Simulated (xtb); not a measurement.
xtb input (GFN1-xTB):

```bash
xtb mol.xyz --gfn 1 --sp --chrg 0 --uhf 0
```
mol.xyz:
```
10

C      2.02915602     0.02006880     0.30279369
C      0.85683085    -0.60306136     0.41035204
B     -0.51277892    -0.02483668    -0.06738725
O     -0.67272563     1.20270359    -0.65903888
O     -1.62676445    -0.79233396     0.11583252
H      2.12424722     1.00863237    -0.13924203
H      2.95862250    -0.41800190     0.64810014
H      0.84744214    -1.59019826     0.86490893
H      0.14155833     1.70189013    -0.76440560
H     -2.42797614    -0.36314070    -0.20564872
```

Output:

```
           -------------------------------------------------
          |                Calculation Setup                |
           -------------------------------------------------

           -------------------------------------------------
          |                 G F N 1 - x T B                 |
           -------------------------------------------------

        Reference                      10.1021/acs.jctc.7b00118
      * Hamiltonian:
        H0-scaling (s, p, d)           1.850000    2.250000    2.000000
        zeta-weighting                 0.000000
      * Dispersion:
        s8                             2.400000
        a1                             0.630000
        a2                             5.000000
        s9                             0.000000
      * Repulsion:
        kExp                           1.500000
        rExp                           1.000000
      * Coulomb:
        alpha                          2.000000
        third order                    atomic
        anisotropic                    false
      * Halogen bond correction:
        rad-scale                      1.300000
        damping                        0.440000

          ...................................................
          :                      SETUP                      :
          :.................................................:
          :  # basis functions                  30          :
          :  # atomic orbitals                  30          :
          :  # shells                           20          :
          :  # electrons                        28          :
          :  # halogen bonds                     0          :
          :  max. iterations                   250          :
          :  Hamiltonian                  GFN1-xTB          :
          :  restarted?                      false          :
          :  GBSA solvation                  false          :
          :  PC potential                    false          :
          :  electronic temp.          300.0000000     K    :
          :  accuracy                    1.0000000          :
          :  -> integral cutoff          0.2500000E+02      :
          :  -> integral neglect         0.1000000E-07      :
          :  -> SCF convergence          0.1000000E-05 Eh   :
          :  -> wf. convergence          0.2000000E-04 e    :
          :  Broyden damping             0.4000000          :
          :  net charge                          0          :
          :  unpaired electrons                  0          :
          ...................................................

 iter      E             dE          RMSdq      gap      omega  full diag
   1    -17.9150517 -0.179151E+02  0.851E+00    5.03       0.0  T
   2    -17.9837480 -0.686963E-01  0.489E+00    4.93       1.0  T
   3    -17.9834377  0.310323E-03  0.110E+00    4.82       1.0  T
   4    -17.9854452 -0.200751E-02  0.292E-01    4.89       1.0  T
   5    -17.9861492 -0.703986E-03  0.358E-02    4.87       1.0  T
   6    -17.9861519 -0.268694E-05  0.104E-02    4.87       3.0  T
   7    -17.9861523 -0.432283E-06  0.651E-03    4.87       4.9  T
   8    -17.9861527 -0.411393E-06  0.125E-03    4.87      25.4  T
   9    -17.9861527 -0.152053E-07  0.443E-05    4.87     714.5  T
  10    -17.9861527 -0.849099E-12  0.217E-05    4.87    1456.1  T

   *** convergence criteria satisfied after 10 iterations ***

         #    Occupation            Energy/Eh            Energy/eV
      -------------------------------------------------------------
         1        2.0000           -0.7759214             -21.1139
       ...           ...                  ...                  ...
         8        2.0000           -0.5596469             -15.2288
         9        2.0000           -0.5366378             -14.6027
        10        2.0000           -0.5280512             -14.3690
        11        2.0000           -0.5087504             -13.8438
        12        2.0000           -0.5028834             -13.6842
        13        2.0000           -0.4539783             -12.3534
        14        2.0000           -0.4489823             -12.2174 (HOMO)
        15                         -0.2700654              -7.3489 (LUMO)
        16                         -0.1364873              -3.7140
        17                         -0.1216447              -3.3101
        18                         -0.1041922              -2.8352
        19                         -0.0979042              -2.6641
       ...                                ...                  ...
        30                          0.6731737              18.3180
      -------------------------------------------------------------
                  HL-Gap            0.1789169 Eh            4.8686 eV
             Fermi-level           -0.3595239 Eh           -9.7831 eV

 SCC (total)                   0 d,  0 h,  0 min,  0.006 sec
 SCC setup                      ...        0 min,  0.000 sec (  0.933%)
 Dispersion                     ...        0 min,  0.000 sec (  0.396%)
 classical contributions        ...        0 min,  0.000 sec (  0.168%)
 integral evaluation            ...        0 min,  0.002 sec ( 34.768%)
 iterations                     ...        0 min,  0.001 sec ( 21.004%)
 molecular gradient             ...        0 min,  0.003 sec ( 41.420%)
 printout                       ...        0 min,  0.000 sec (  1.199%)

         :::::::::::::::::::::::::::::::::::::::::::::::::::::
         ::                     SUMMARY                     ::
         :::::::::::::::::::::::::::::::::::::::::::::::::::::
         :: total energy             -17.800167869951 Eh    ::
         :: gradient norm              0.012256413482 Eh/a0 ::
         :: HOMO-LUMO gap              4.868577884604 eV    ::
         ::.................................................::
         :: SCC energy               -17.986152734208 Eh    ::
         :: -> electrostatic           0.082496717574 Eh    ::
         :: repulsion energy           0.188650599717 Eh    ::
         :: dispersion energy         -0.002665735460 Eh    ::
         :: halogen bond corr.         0.000000000000 Eh    ::
         :: add. restraining           0.000000000000 Eh    ::
         :: total charge              -0.000000000000 e     ::
         :::::::::::::::::::::::::::::::::::::::::::::::::::::

           -------------------------------------------------
          |                Property Printout                |
           -------------------------------------------------

    * Orbital Energies and Occupations

         #    Occupation            Energy/Eh            Energy/eV
      -------------------------------------------------------------
         1        2.0000           -0.7759214             -21.1139
         2        2.0000           -0.7685077             -20.9122
         3        2.0000           -0.6473858             -17.6163
         4        2.0000           -0.6411197             -17.4458
         5        2.0000           -0.6228864             -16.9496
         6        2.0000           -0.5857429             -15.9389
         7        2.0000           -0.5757291             -15.6664
         8        2.0000           -0.5596469             -15.2288
         9        2.0000           -0.5366378             -14.6027
        10        2.0000           -0.5280512             -14.3690
        11        2.0000           -0.5087504             -13.8438
        12        2.0000           -0.5028834             -13.6842
        13        2.0000           -0.4539783             -12.3534
        14        2.0000           -0.4489823             -12.2174 (HOMO)
        15                         -0.2700654              -7.3489 (LUMO)
        16                         -0.1364873              -3.7140
Note: The following floating-point exceptions are signalling: IEEE_DENORMAL
normal termination of xtb
        17                         -0.1216447              -3.3101
        18                         -0.1041922              -2.8352
        19                         -0.0979042              -2.6641
        20                         -0.0764073              -2.0791
        21                         -0.0477513              -1.2994
        22                          0.1598419               4.3495
        23                          0.2332313               6.3465
        24                          0.3124676               8.5027
        25                          0.3315853               9.0229
       ...                                ...                  ...
        30                          0.6731737              18.3180
      -------------------------------------------------------------
                  HL-Gap            0.1789169 Eh            4.8686 eV
             Fermi-level           -0.3595239 Eh           -9.7831 eV

  Mulliken/CM5 charges         n(s)   n(p)   n(d)
     1C    -0.04925 -0.14527   1.054  2.996  0.000
     2C    -0.12773 -0.11910   1.100  3.028  0.000
     3B     0.54401  0.37728   0.826  1.630  0.000
     4O    -0.58360 -0.72876   1.682  4.901  0.000
     5O    -0.56913 -0.70878   1.682  4.888  0.000
     6H     0.01500  0.07018   0.985  0.000  0.000
     7H     0.03004  0.08260   0.970  0.000  0.000
     8H     0.03956  0.10132   0.960  0.000  0.000
     9H     0.34500  0.52864   0.655  0.000  0.000
    10H     0.35610  0.54189   0.644  0.000  0.000

Wiberg/Mayer (AO) data.
largest (>0.10) Wiberg bond orders for each atom

 ---------------------------------------------------------------------------
     #   Z sym  total        # sym  WBO       # sym  WBO       # sym  WBO
 ---------------------------------------------------------------------------
     1   6 C    3.997 --     2 C    1.969     7 H    0.979     6 H    0.978
     2   6 C    3.971 --     1 C    1.969     3 B    0.982     8 H    0.972
     3   5 B    3.267 --     5 O    1.133     4 O    1.093     2 C    0.982
     4   8 O    2.059 --     3 B    1.093     9 H    0.868
     5   8 O    2.079 --     3 B    1.133    10 H    0.860
     6   1 H    1.006 --     1 C    0.978
     7   1 H    1.007 --     1 C    0.979
     8   1 H    1.003 --     2 C    0.972
     9   1 H    0.892 --     4 O    0.868
    10   1 H    0.884 --     5 O    0.860
 ---------------------------------------------------------------------------

Topologies differ in total number of bonds
Writing topology from bond orders to xtbtopo.mol

 dipole moment from electron density (au)
     X       Y       Z
   0.4717   0.6658  -0.2350  total (Debye):    2.158

           -------------------------------------------------
          | TOTAL ENERGY              -17.800167869951 Eh   |
          | GRADIENT NORM               0.012256413482 Eh/α |
          | HOMO-LUMO GAP               4.868577884604 eV   |
           -------------------------------------------------

------------------------------------------------------------------------
------------------------------------------------------------------------
 total:
 SCF:
```
